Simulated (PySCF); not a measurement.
Electron correlation in O+ (oxygen, charge +1)

[He] 2s2 2p3, high-spin 4S determinant. All numbers are calculated (PySCF 2.14, the non-relativistic Hamiltonian (point nucleus), in cc-pVDZ (3s2p1d, 14 functions)). Frozen: 1s2; 5 electrons correlated.

MP2 pair energies summed by pair of shells (mhartree):

```csv
pair,energy,share (%)
2s-2p,-45.97,65.8
2p-2p,-16.51,23.6
2s-2s,-7.40,10.6
```

Total MP2 correlation energy: -69.88 mhartree.

Same-spin part -19.52 and opposite-spin part -50.36 mhartree; SCS-MP2 scales them by 1/3 and 6/5 to -66.94 mhartree.

```csv
level,correlation energy (mhartree)
CCSD,-84.78
(T),-0.53
CCSD(T),-85.31
```

Diagnostics: T1 = 0.0036, D1 = 0.0067, largest double amplitude 0.036.

Cost of the coupled-cluster step: 0.06 s of wall time on 1 thread of Neoverse-V1 (shared host), for 5 correlated electrons.

Iterations:

```
CC2 = 0
CCSD nocc = (np.int64(4), np.int64(1)), nmo = (13, 13)
frozen orbitals [[0], [0]]
max_cycle = 100
direct = 0
conv_tol = 1e-08
conv_tol_normt = 1e-06
diis_space = 8
diis_start_cycle = 0
Init t2, MP2 energy = -0.0698804205513316
Init E_corr(UCCSD) = -0.0698804205600281
cycle = 1  E_corr(UCCSD) = -0.0816613837344576  dE = -0.0117809632  norm(t1,t2) = 0.0234054
cycle = 2  E_corr(UCCSD) = -0.0839737552316894  dE = -0.0023123715  norm(t1,t2) = 0.00664452
cycle = 3  E_corr(UCCSD) = -0.0848128963462546  dE = -0.000839141115  norm(t1,t2) = 0.00237466
cycle = 4  E_corr(UCCSD) = -0.0847816186253583  dE = 3.12777209e-05  norm(t1,t2) = 0.00032891
cycle = 5  E_corr(UCCSD) = -0.0847841414148507  dE = -2.52278949e-06  norm(t1,t2) = 5.7672e-05
cycle = 6  E_corr(UCCSD) = -0.0847841142889686  dE = 2.71258821e-08  norm(t1,t2) = 6.04692e-06
cycle = 7  E_corr(UCCSD) = -0.0847841967561299  dE = -8.24671613e-08  norm(t1,t2) = 4.60225e-07
cycle = 8  E_corr(UCCSD) = -0.0847841880893919  dE = 8.66673802e-09  norm(t1,t2) = 4.96451e-08
UCCSD converged
E(UCCSD) = -74.43725222923405  E_corr = -0.08478418808939188
UCCSD(T) correction = -0.000526322683830252
```
